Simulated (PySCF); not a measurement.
Electric field gradients and quadrupole coupling constants

C4H4FNSi.
Structure used (GFN2-xTB), in Å, numbered top down from 1:
```
atom  x, y, z in Å
N1     3.2508   -0.7373    0.1739
C2     2.1339   -0.4727    0.1933
C3     0.7716   -0.1400    0.1981
C4    -0.0395    0.1699    1.2280
Si5   -1.5904    0.3937    0.1631
C6    -0.1066   -0.0302   -1.0336
F7    -0.2056   -1.2138   -1.7388
H8     0.2526    0.2353    2.2636
H9    -2.1235    1.7448    0.0328
H10   -2.5872   -0.6631    0.2440
H11    0.2495    0.7161   -1.7503
```

Field gradients from the PBE0/pcSseg-1 density (PySCF, non-relativistic), principal values in atomic units, ordered |Vxx| ≤ |Vyy| ≤ |Vzz|:

| atom | Vxx | Vyy | Vzz |
| --- | --- | --- | --- |
| N1 | 0.4704 | 0.5304 | -1.0009 |

Question: Find the asymmetry η = (Vxx − Vyy)/Vzz and the couplings χ = eQV/h (234.96 MHz × Q in barn × V in au), with Q(14N) = 0.02044 b.

Answer: 
| atom | environment | nucleus | η | χzz (MHz) | χxx (MHz) | χyy (MHz) |
| --- | --- | --- | --- | --- | --- | --- |
| N1 | nitrile nitrogen | 14N | 0.06 | -4.807 | 2.259 | 2.548 |

Question: What is Vzz at N1 in SI units (1 au = 9.71736 × 10²¹ V/m²)?

Answer: -1.0009 au = -9.726 × 10²¹ V/m².

Question: And the gradient at the other heavy atoms, for which no coupling is worked out here?

Answer: 
| atom | environment | Vzz (au) | η |
| --- | --- | --- | --- |
| C2 | nitrile carbon | -0.377 | 0.04 |
| C3 | fully substituted alkene carbon | -0.276 | 0.73 |
| C4 | alkene CH carbon | 0.444 | 0.04 |
| Si5 | SiH2 silicon | 0.497 | 0.29 |
| C6 | sp3 C–F carbon | 0.503 | 0.45 |
| F7 | alkyl fluorine | 3.090 | 0.05 |

Question: What couplings would deuterons (Q(2H) = 0.00286 b) have in place of the hydrogens, at this geometry?

Answer: 
| atom | bonded to | bond length (Å) | Vzz (au) | η | χzz (kHz) |
| --- | --- | --- | --- | --- | --- |
| H8 | C4 | 1.078 | 0.3323 | 0.00 | 223 |
| H9 | Si5 | 1.458 | 0.1637 | 0.01 | 110 |
| H10 | Si5 | 1.455 | 0.1664 | 0.01 | 112 |
| H11 | C6 | 1.094 | 0.2930 | 0.09 | 197 |

Geometry: GFN2-xTB; no solvent, vibrations or thermal averaging. GFN2-xTB bond lengths can be off by several hundredths of an ångström, more for odd bonds, and the gradients follow them. These gradients aren't converged with respect to the basis.
